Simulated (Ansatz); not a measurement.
Two members of one family (Series GaH2X), computed with Ansatz in the gas phase. The two geometries come from different levels. A negative affinity means that the extra electron isn't bound at that geometry and level; within about 0.2 eV of zero the sign isn't settled. Binding counts from free atoms in the multiplicity of their measured ground term, without zero-point energy. A dash marks a value that wasn't run or was left out as unsound. The structures are stationary points that may keep the symmetry of their start. Remarks come from the PBE and PBE0 runs and from stability tests at other levels; not every state was tested. A HOMO above zero means that the electron is unbound at that level and held by the basis, or that self-interaction error raises the level; the energy of removing that electron tells which.

First: GaH2Me (singlet, charge 0, PBE0-D4/def2-TZVP geometry).

```xyz
7

Ga   -0.8847    0.5781   -0.0985
H    -1.3804    1.4792    1.0920
H    -1.6987    0.5866   -1.4459
C     0.7402   -0.5142    0.0875
H     1.6116    0.1076   -0.1447
H     0.7470   -1.3606   -0.6004
H     0.8651   -0.8767    1.1099
```

```
                level  HOMO (eV)  LUMO (eV)  gap (eV)  vertical EA (eV)  binding per atom (eV)
LDA (SPW92)/def2-TZVP      -6.94      -2.45      4.49                 –                   3.45
 r2SCAN-D4/def2-TZVPD      -7.08      -1.87      5.21             -0.12                   3.11
       B3LYP-D4/6-31G      -7.67      -1.59      6.08                 –                   3.10
   PBE0-D4/def2-TZVPD      -8.03      -1.38      6.65             -0.22                   3.08
 r2SCAN0-D4/def2-TZVP      -8.21      -1.19      7.02                 –                   3.09
```

Remarks: HOMO above zero (-1 doublet).

Second: GaH2(SiH3) (singlet, charge 0, B3LYP-D4/def2-TZVP geometry).

```xyz
7

Ga    0.497    0.227   -1.270
H    -0.231    1.211   -2.261
H     1.818   -0.472   -1.766
Si   -0.383   -0.185    0.951
H    -0.032   -1.540    1.447
H    -1.860   -0.045    0.996
H     0.191    0.804    1.903
```

Task: What does the change do? Estimate second minus first.

Result: 
| level | Δ HOMO (eV) | Δ LUMO (eV) | Δ gap (eV) | Δ vertical EA (eV) | Δ binding per atom (eV) |
| --- | --- | --- | --- | --- | --- |
| LDA (SPW92)/def2-TZVP | 0.28 | -0.73 | -1.01 | – | -0.65 |
| r2SCAN-D4/def2-TZVPD | 0.26 | -0.83 | -1.09 | 0.78 | -0.55 |
| B3LYP-D4/6-31G | 0.25 | -0.67 | -0.92 | – | -0.66 |
| PBE0-D4/def2-TZVPD | 0.41 | -0.76 | -1.16 | 0.77 | -0.57 |
| r2SCAN0-D4/def2-TZVP | 0.42 | -0.83 | -1.25 | – | -0.54 |

Remarks: HOMO above zero (-1 doublet).
